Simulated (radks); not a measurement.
Pt48+, configuration [Ar] 3d10 4s1 6p1 (not the ground configuration). Calculated with a radial shooting solver on a logarithmic mesh with Libxc functionals: scalar-relativistic Kohn-Sham, PBEsol, spin-polarised, spherical densities, point nucleus; open shells are filled with parallel spins first (spin-orbit coupling, left out, can overturn this in heavy ions). Some entries of the table are withheld. Estimate them.

orbital,occ.,eigenvalue (eV),<1/r> (bohr^-1),<r> (bohr)
1s up,1,-81011.63,94.00,0.01715
1s down,1,-81009.93,94.00,0.01715
2s up,1,-16325.42,22.07,0.07221
2s down,1,-16324.36,22.07,0.07221
2p up,3,-14495.06,19.70,0.06507
2p down,3,-14493.93,19.70,0.06507
3s up,1,-5656.114,8.340,0.1837
3s down,1,-5654.223,8.343,0.1836
3p up,3,-5119.529,7.650,(1)
3p down,3,-5117.517,7.653,(2)
3d up,5,-4562.043,7.208,(3)
3d down,5,-4560.303,7.211,(4)
4s up,1,(5),4.133,0.3623
4s down,0,(6),4.138,0.3619
6p up,1,-1045.184,1.572,0.9319

Answer. 
(1) 3p up <r> (bohr): 0.1837
(2) 3p down <r> (bohr): 0.1836
(3) 3d up <r> (bohr): 0.1653
(4) 3d down <r> (bohr): 0.1652
(5) 4s up eigenvalue (eV): -2781.386
(6) 4s down eigenvalue (eV): -2771.266
